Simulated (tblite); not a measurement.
Species: C3H15FSi4.
SMILES with atom numbers: `[F:1][CH2:2][Si:3]([SiH3:4])([SiH3:5])[CH2:6][CH2:7][SiH3:8]` (hydrogens: H9, H10 on C2; H11, H12, H13 on Si4; H14, H15, H16 on Si5; H17, H18 on C6; H19, H20 on C7; H21, H22, H23 on Si8)

Structure used (GFN2-xTB), in Å, numbered top down from 1:
```
atom  x, y, z in Å
F1    -3.0149   -1.7983   -1.2366
C2    -1.6546   -1.6283   -1.4325
Si3   -0.9962   -0.3496   -0.1300
Si4   -1.9359    1.7237   -0.6689
Si5   -1.3981   -1.2728    1.9809
C6     0.8971   -0.2782   -0.4630
C7     1.5723    0.7729    0.4155
Si8    3.4525    0.8675    0.1379
H9    -1.5366   -1.2991   -2.4679
H10   -1.2084   -2.6216   -1.3367
H11   -1.7267    2.6820    0.4234
H12   -1.3422    2.3350   -1.8663
H13   -3.3786    1.6548   -0.9022
H14   -2.5457   -0.6327    2.6295
H15   -1.6575   -2.7151    1.9656
H16   -0.2529   -1.0752    2.8798
H17    1.3575   -1.2511   -0.2754
H18    1.0950   -0.0450   -1.5118
H19    1.1191    1.7470    0.2176
H20    1.3641    0.5504    1.4643
H21    4.0428   -0.4466    0.4032
H22    3.7095    1.2431   -1.2543
H23    4.0336    1.8642    1.0379
```

Level: GFN2-xTB in tblite, geometry and Hessian alike; calculated harmonic values, unscaled, isolated species. This tight-binding method is rough: wavenumbers can miss measured ones by several per cent, in bad cases by 10 to 20. Modes of hydrogen on silicon can be 10 to 20 % off. One conformer, not necessarily the lowest. The optimisation stopped once no atom felt more than 0.01 eV/Å.

Lowest wavenumbers of the output (negative numbers stand for imaginary wavenumbers):
```
mode    cm-1
  1     -40.3
  2      38.8
  3      42.9
  4      51.1
  5      56.6
  6      62.0
  7      87.0
  8      92.8
  9     125.4
 10     137.1
```

Is this structure a minimum?

Not by this Hessian. 1 mode is imaginary beyond 20i (40i cm⁻¹), so at this level the point lies at or near a first-order saddle. The curvature is small, so loose convergence or finite differences may be the whole cause.

Which atoms move in the imaginary mode?

40i: H14 (Si–H hydrogen) 35 %, H16 (Si–H hydrogen) 32 %, H15 (Si–H hydrogen) 31 %. These are shares of the mass-weighted motion.

What is the remedy?

Step along that mode in both directions, optimise again with tighter thresholds and repeat the frequencies. The zero-point energy of this point (97.7 kcal/mol) counts the 62 real modes alone, and thermal corrections from it aren't those of a minimum.
